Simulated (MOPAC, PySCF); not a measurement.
H$_{4}$Sn, SMILES `[SnH4]`, neutral singlet in the gas phase. 

Cartesian coordinates (Å):
```xyz
5

Sn    -0.0001     0.0000     0.0002
H      1.2454    -1.1553    -0.1289
H      0.6636     1.5645    -0.1201
H     -1.1270    -0.2372    -1.2554
H     -0.7819    -0.1720     1.5042
```
Charge 0, multiplicity 1.

All levels are single points at this geometry (PBE0-D3(BJ)/def2-TZVP); Pople sets use spherical d functions. Orbital energies aren't observables, and empty levels follow the basis.

PBE/6-31G* (LANL2DZ on Sn) in PySCF gives gap (eV) = 8.50.

Estimate the gap (eV) from each of these levels: PBE-D3(BJ)/def2-TZVP in PySCF; ωB97X-D3(BJ)/def2-TZVP in PySCF; B3LYP/6-31G* (LANL2DZ on Sn) in PySCF; B3LYP/LANL2DZ in PySCF; BP86/6-31G* (LANL2DZ on Sn) in PySCF; M06-2X/6-31G* (LANL2DZ on Sn) in PySCF; SVWN5/6-31G* (LANL2DZ on Sn) in PySCF; HF/6-31G* (LANL2DZ on Sn) in PySCF; AM1 in MOPAC; PM3 in MOPAC; PM6 in MOPAC; PM7 in MOPAC.


| level | gap (eV) |
|---|---|
| PBE-D3(BJ)/def2-TZVP in PySCF | 7.65 |
| ωB97X-D3(BJ)/def2-TZVP in PySCF | 14.06 |
| B3LYP/6-31G* (LANL2DZ on Sn) in PySCF | 10.08 |
| B3LYP/LANL2DZ in PySCF | 10.21 |
| BP86/6-31G* (LANL2DZ on Sn) in PySCF | 8.60 |
| M06-2X/6-31G* (LANL2DZ on Sn) in PySCF | 12.10 |
| SVWN5/6-31G* (LANL2DZ on Sn) in PySCF | 8.39 |
| HF/6-31G* (LANL2DZ on Sn) in PySCF | 16.05 |
| AM1 in MOPAC | 10.50 |
| PM3 in MOPAC | 12.56 |
| PM6 in MOPAC | 13.57 |
| PM7 in MOPAC | 14.50 |
